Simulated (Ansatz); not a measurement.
Species: C$_{3}$HO, charge 0, multiplicity 2. It need not be the lowest isomer of its formula. 
Structure (B3LYP-D3(BJ)/def2-TZVP (Ansatz, a quantum-chemistry and plane-wave program) minimum search):
```xyz
5

C      1.5220     0.7641     0.8625
C      0.5172     0.3532     0.2207
C     -0.5009    -0.3058    -0.2418
O     -1.4299    -0.8078    -0.7406
H      2.2090     1.5934     0.8767
```
Charge 0, spin multiplicity 2.

Property: atomisation energy (electronic, to ground-state atoms), in kcal/mol. Cores are frozen in the correlated levels unless marked. Open shells are spin-unrestricted. No spin-orbit coupling. No relativistic terms. The coupled-cluster limit lacks core correlation, which all-electron functionals hold. Basis-set limits of correlation are two-point, X^-3; Hartree-Fock from the larger set. The bracket is a focal-point correction in the basis named.

```csv
level,program,atomisation energy (kcal/mol)
HF/aug-cc-pVTZ,Ansatz,378.2
B97M-V/def2-TZVPD,Ansatz,574.9
r2SCANh/def2-TZVPD,Ansatz,569.6
B2GP-PLYP/def2-TZVPD,Ansatz,562.1
CCSD/6-31G,Ansatz,460.5
CCSD/6-31G*,Ansatz,506.4
"RI-MP2/CBS(cc-pVTZ,cc-pVQZ)+[CCSD(T)-MP2]/cc-pVTZ",Ansatz,561.1
```

The UHF reference is spin-contaminated (<S^2> 0.37 over the pure value in the largest basis). The T1 diagnostic of CCSD in the largest basis is 0.049, which is high, so the coupled-cluster rows are less sure than usual.
